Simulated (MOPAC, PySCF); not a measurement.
Members of the series CXY, Y = hydroxy; each row names its spin state. Isolated molecules, 0 K electronic values unless said otherwise. One relaxed conformer stands for each flexible species; it need not be the lowest. Strings in code marks are SMILES.

Quantity: adiabatic spin-state energy, in kJ/mol. HF references are unrestricted for open shells and restricted for singlets. Semi-empirical values (MOPAC) are differences of heats of formation.

Level 1: B3LYP/6-31G* // PBE0-D3(BJ)/def2-TZVP (PySCF)
Level 2: PBE/6-31G* // PBE0-D3(BJ)/def2-TZVP (PySCF)
Level 3: HF/STO-3G // PBE0-D3(BJ)/def2-TZVP (PySCF)
Level 4: AM1 // PBE0-D3(BJ)/def2-TZVP (MOPAC)

```csv
species,level 1,level 2,level 3,level 4
`B[C]O`: multiplicity 3 minus multiplicity 1,74.6,82.5,-14.66,6.36
`O[C]S`: multiplicity 3 minus multiplicity 1,132.1,132.8,33.76,29.76
`O[C]O`: multiplicity 3 minus multiplicity 1,230.7,227.4,124.7,166.8
`[C-]#[N+][C]O`: multiplicity 3 minus multiplicity 1,112.3,104.2,37.04,72.8
`[CH]O`: multiplicity 3 minus multiplicity 1,76.3,70.7,-21.89,8.81
`N[C]O`: multiplicity 3 minus multiplicity 1,227.6,221.7,122.2,128.5
```
